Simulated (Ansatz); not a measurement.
C$_{2}$H$_{9}$NOSi, SMILES `CO[SiH](C)N` at its PBE0-D4/def2-TZVP geometry, where that method's forces vanish. The species carries charge 0 and has multiplicity 1.

```xyz
14

C     1.9606    0.2906    0.8863
O     1.2140    0.1232   -0.2914
Si   -0.4161    0.3849   -0.3584
C    -1.3236   -0.9340    0.5899
N    -0.9752    0.3909   -1.9702
H     1.7274    1.2394    1.3869
H     3.0219    0.2926    0.6292
H     1.7829   -0.5254    1.5973
H    -0.6602    1.7352    0.2254
H    -0.9613   -0.9969    1.6192
H    -2.3949   -0.7241    0.6216
H    -1.1799   -1.9152    0.1288
H    -1.1114   -0.4785   -2.4603
H    -0.6843    1.1174   -2.6043
```

(1) What forces (eV/Å) does r2SCAN-D4/def2-TZVPP give on these atoms in the Gaussian-basis code of Ansatz? (Estimate.)

## Answers

(1) Computed: 
```
C1   0.179  0.037  0.267
O2  -0.104 -0.044 -0.275
Si3 -0.047  0.031  0.044
C4   0.010  0.028 -0.007
N5  -0.023  0.008  0.037
H6   0.001 -0.001  0.001
H7  -0.013 -0.001  0.006
H8  -0.002  0.000  0.000
H9   0.001 -0.019 -0.009
H10 -0.015 -0.012 -0.015
H11  0.014 -0.020  0.010
H12 -0.009  0.006  0.012
H13  0.002 -0.004 -0.034
H14  0.006 -0.008 -0.037
```
